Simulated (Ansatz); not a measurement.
Consider the ligand exchange at the Si–N bond: `C[SiH2][NH][AlH2]` + `OB(O)O` → `C[SiH2]OB(O)O` + `[NH2][AlH2]`.

Gas-phase electronic energies from Ansatz, PBE0-D4/def2-TZVP geometries. CBS: MP2 limit from def2 TZ/QZ plus the TZ coupled-cluster correction, frozen cores. This one scheme is used for every species. DFT in def2-TZVPP. One conformer a species, not always the lowest.

```csv
species,r2SCAN-D4 energy (Eh)
`C[SiH2][NH][AlH2]`,-629.59650
`OB(O)O`,-252.48568
`C[SiH2]OB(O)O`,-582.51868
`[NH2][AlH2]`,-299.57926
```

(1) Work out ΔE.

Largest T1 diagnostic among the species: 0.012.

Answers

(1) ΔE = (-582.51868) + (-299.57926) − (-629.59650) − (-252.48568) = -0.01576 Eh = -41.4 kJ/mol. CCSD(T)/CBS gives -40.7 kJ/mol.

In def2-TZVPP, CCSD(T) changes the Hartree–Fock value by +9.2 kJ/mol (the triples alone add +1.4 kJ/mol) and MP2 by +9.9 kJ/mol.
